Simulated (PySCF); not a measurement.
BeS: energy against distance

Set-up: Be x2c-TZVPPall, S x2c-TZVPPall; spin-free X2C with a Gaussian nucleus (PySCF 2.14). Energies in eV from Be + S in their ground configurations at the same level. State: ¹Σ⁺ (singlet), closed shell.

| R (Å) | PBE |
| --- | --- |
| 1.500 | -2.428 |
| 1.570 | -3.085 |
| 1.639 | -3.468 |
| 1.692 | -3.617 |
| 1.744 | -3.676 |
| 1.796 | -3.662 |
| 1.866 | -3.557 |
| 1.953 | -3.329 |
| 2.058 | -2.968 |
| 2.197 | -2.419 |

Question: Put a parabola through the three lowest points of the PBE curve and estimate Re, k and ωe (reduced mass 7.03 u; 1 eV/Å² = 0.16022 mdyn/Å; ωe = 1302.8·√(k/μ) cm⁻¹).

Answer: Through R = 1.692, 1.744, 1.796 Å the second-order coefficient is 13.5 eV/Å², so Re ≈ 1.760 Å, k ≈ 4.33 mdyn/Å and ωe ≈ 1022 cm⁻¹. A polynomial fit of higher order to the unrounded PBE energies gives Re = 1.758 Å, k = 3.95 mdyn/Å, ωe = 976 cm⁻¹; anharmonicity and rounding make the difference.

The higher-order fit for each curve: PBE: Re = 1.758 Å, ωe = 976 cm⁻¹, De = 3.68 eV.
